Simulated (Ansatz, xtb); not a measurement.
Species: CH4N, net charge 1, singlet state. It need not be the lowest isomer of its formula. 
Coordinates optimised at B3LYP-D3(BJ)/def2-TZVP (Ansatz, a quantum-chemistry and plane-wave program):
```
C
N 1 1.2713
H 2 1.0185 1 121.82
H 2 1.0185 3 116.36 1 -180.00
H 1 1.0846 2 119.73 3 -180.00
H 1 1.0846 5 120.53 2 180.00
```
Charge +1, spin multiplicity 1.

Harmonic wavenumbers from GFN2-xTB (xtb, at its own minimum), cm⁻¹: 906, 914, 966, 1068, 1193, 1341, 1397, 1711, 3009, 3036, 3254, 3279.

Problem. Give the harmonic wavenumbers at B3LYP-D3(BJ)/def2-TZVP (Ansatz, finite differences of forces, unscaled).

Solution. 942, 968, 1078, 1175, 1355, 1458, 1602, 1766, 3143, 3259, 3457, 3551 cm⁻¹. Zero-point energy 34.0 kcal/mol.

Problem. From these and the geometry, give the ideal-gas thermochemistry at 298.15 K and 1 atm (rigid rotor, harmonic oscillator).

Solution. Point group C2v, rotational symmetry number 2. Rotational constants 153.2, 31.57, 26.18 GHz. S(trans) 36.13, S(rot) 17.10, S(vib) 0.39, S(elec, spin only) 0.00, S 53.6 cal/(mol K). H(298) - H(0) 2.47 kcal/mol; G - E(el) 20.4 kcal/mol.
